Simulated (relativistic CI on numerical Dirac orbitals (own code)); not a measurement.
## Magnetism of Dy3+, 4f9, in a crystal field

Calculated by Dirac-Coulomb-Breit CI, separate exchange-only KLI orbitals for each configuration, QED by a radiative potential, valence Slater integrals scaled by 0.8, one configuration in a parametric crystal field (own radial code).

Field parameters in Wybourne normalisation; cubic f-shell fields have B⁴₄ = √(5/14) B⁴₀ and B⁶₄ = −√(7/2) B⁶₀. The field is a parameter set, without covalency.

S is read from ⟨S²⟩ = S(S + 1).

Powder χT (cm³ K mol⁻¹) by Van Vleck's formula, with temperature-independent terms:

| Field | 2 K | 5 K | 10 K | 20 K | 50 K | 100 K | 200 K | 300 K |
| --- | --- | --- | --- | --- | --- | --- | --- | --- |
| D4h, B20 = 990, B40 = 1160, B44 = 1020, B60 = 80, B64 = -370 cm⁻¹ | 12.2 | 12.2 | 12.3 | 12.4 | 12.7 | 13.1 | 13.5 | 13.8 |
| Oh, B40 = -2940, B60 = 750 cm⁻¹ | 9.62 | 9.78 | 10 | 10.6 | 11.9 | 12.9 | 13.4 | 13.6 |

**Question.** For D4h, B20 = 990, B40 = 1160, B44 = 1020, B60 = 80, B64 = -370 cm⁻¹: what effective moment follows at 300 K?

**Answer.** μ_eff = √(8χT) = 10.49 μB. The LS value g√(J(J + 1)) of the free ion's 6H°_15/2 level is 10.65 μB.
